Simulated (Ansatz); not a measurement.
Relaxation of CHFGaN (5 atoms, charge 0, multiplicity 1), to a largest force component of 0.02 eV/Å in at most 50 steps.

The calculation used Ansatz, UKS B3LYP-D4/def2-SVP.

```xyz
5
Properties=species:S:1:pos:R:3
N 1.125 -1.430 1.085
C 0.486 -0.559 0.517
Ga -0.507 0.671 -0.406
F -1.489 -0.252 -0.952
H 0.749 0.424 0.906
```

Problem. Where does it end, and by what steps?

Solution. The forces met the threshold. The force dipped under the threshold on the way, but the program's further checks kept it going. After 47 steps the energy has fallen by 7.080 eV; Ga3 moved furthest, 2.16 Å. The start is strongly strained (largest force component 15 eV/Å), so its close contacts needn't be bonds. Parted: C2–Ga3 (1.83 → 4.77 Å).

```
step  energy less start (eV)  largest force component (eV/Å)  accepted
   0                  0.0000                          14.635       yes
   2                 -4.8078                           4.489       yes
   4                 -6.1635                           2.025       yes
   6                 -6.6827                           1.250       yes
   8                 -6.7650                           0.260       yes
  10                 -6.8394                           0.736       yes
  12                 -6.9327                           0.355       yes
  14                 -6.9839                           0.461       yes
  16                 -6.9799                           0.554        no
  18                 -6.9891                           0.289       yes
  20                 -6.9947                           0.902       yes
  22                 -7.0361                           0.534       yes
  24                 -7.0351                           1.722        no
  26                 -7.0547                           0.515       yes
  28                 -7.0652                           0.456       yes
  30                 -7.0727                           0.042       yes
  32                 -7.0750                           0.075       yes
  34                 -7.0730                           0.403        no
  36                 -7.0783                           0.138       yes
  38                 -7.0795                           0.007       yes
  40                 -7.0799                           0.062       yes
  42                 -7.0801                           0.016       yes
  44                 -7.0804                           0.026       yes
  46                 -7.0801                           0.022        no
  47                 -7.0805                           0.013       yes
```

```xyz
5
Properties=species:S:1:pos:R:3
N 1.934 -1.278 1.862
C 1.125 -0.820 1.174
Ga -2.127 1.002 -1.801
F -0.931 0.339 -0.610
H 0.363 -0.389 0.524
```

Whether the end is a true minimum wasn't checked by a vibrational analysis.

The run took 110 s on 2 threads of Intel(R) Xeon(R) 6975P-C (Granite Rapids), with other jobs on the host, peak memory 0.29 GiB.
